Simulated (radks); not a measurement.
Question: The mean radii <r> (bohr) of the occupied orbitals of an atom or ion are listed with their occupations. Calculated with a radial shooting solver on a logarithmic mesh with Libxc functionals: scalar-relativistic Kohn-Sham, PBE, spin-polarised, spherical densities, finite nucleus; Fermi nuclear charge, rms radius of each element as measured or else 0.836 A^(1/3) + 0.57 fm.

| orbital | occ. | <r> |
|---|---|---|
| 1s | 2 | 0.03517 |
| 2s | 2 | 0.1537 |
| 2p | 6 | 0.1339 |
| 3s | 2 | 0.4285 |
| 3p | 6 | 0.4300 |
| 3d | 10 | 0.4140 |
| 4s | 2 | 1.064 |
| 4p | 6 | 1.153 |

Name the element and its charge. Open shells, if any, are filled with parallel spins first.

Answer: Z = 42, molybdenum, charge +6: Mo6+ in [Kr]. The 1s radius gives Z: for a bare nucleus <r> = (2 gamma + 1)/(2Z) with gamma = sqrt(1 - (Z/c)^2), 0.03457 bohr for Z = 42, and screening makes it slightly larger (0.03517 here). The occupations add up to 36, and the charge is Z minus that.
